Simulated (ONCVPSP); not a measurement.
## hafnium (Hf): excitation energies, all-electron against ONCV

| Item | Value |
| --- | --- |
| Element | hafnium |
| Generator | ONCVPSP 4.0.1 |
| Type | optimised norm-conserving Vanderbilt (ONCV) |
| Functional | PBE |
| Relativity | scalar-relativistic |
| Frozen core | [Kr] 4d10 |
| Valence charge | 26 |
| Reference configuration | 4f14 5s2 5p6 5d2 6s1 (charge +1) |
| Partial waves | 5s+6s: rc 1.85 bohr, ncon 4, nbas 8, qcut 7.2 1/bohr, 3 projectors, debl 1.9 Ha; 5p: rc 1.45 bohr, ncon 4, nbas 7, qcut 5.3 1/bohr, 2 projectors, debl 2.4 Ha; 5d: rc 2.85 bohr, ncon 4, nbas 8, qcut 5.7 1/bohr, 2 projectors, debl 2.3 Ha; 4f: rc 0.70 bohr, ncon 3, nbas 7, qcut 22.1 1/bohr, 3 projectors, debl 3.3 Ha |
| Local potential | polynomial inside 0.55 bohr (lpopt 5, dvloc0 1 Ha) |
| Core correction | Teter function, fcfact 4.25, rcfact 1.55 |

Energies are relative to the spin-unpolarised reference configuration 4f14 5s2 5p6 5d2 6s1; without spin polarisation the order of configurations can differ from experiment.

```csv
valence configuration,charge,ΔE all-electron (eV),error AE − PS (meV)
4f14 5s2 5p6 5d2 6s2,0,-7.977,+2.3
4f14 5s2 5p6 5d2 6s1.5,+0.5,-4.723,+1.4
```

(1) What are ΔE and the potential's error for 4f14 5s2 5p6 5d1 6s0?

(2) What are ΔE and the potential's error for 4f14 5s2 5p6 5d2 6s0?

Note: ghosts flagged at negative energy: s at -1004.7 eV, p at -405.3 eV, d at -175.8 eV; GHOST(+) flagged for s at 326.5 eV. A true bound ghost makes a file unfit for plane-wave use.

Results:

(1) ΔE = 35.974 eV all-electron; the error (AE − PS) is +0.4 meV.

(2) ΔE = 14.180 eV all-electron; the error (AE − PS) is -6.3 meV.
